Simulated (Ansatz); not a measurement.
Spectroscopic constants of AlZn, multiplicity 2 (the spin of the measured ground state). No spin–orbit coupling. Zn is treated without relativity.

D_e counts from the fitted minimum to each atom's lowest state at the same level, without counterpoise.

Programs: Ansatz (a program for electronic structure) with Gaussian orbitals. Values without a source in brackets are computed.

PBE/def2-TZVPP gives 11.59 kcal/mol for the bond energy D_e.

Question: How do the other levels lie against it? Give each less PBE: r2SCAN/def2-TZVPP, B3LYP/def2-TZVPP, wB97M-V/def2-TZVPP.

Answer: r2SCAN/def2-TZVPP 0.27; B3LYP/def2-TZVPP -5.57; wB97M-V/def2-TZVPP -5.05 kcal/mol. 1 of 3 lie above PBE; the widest gap is to B3LYP/def2-TZVPP.
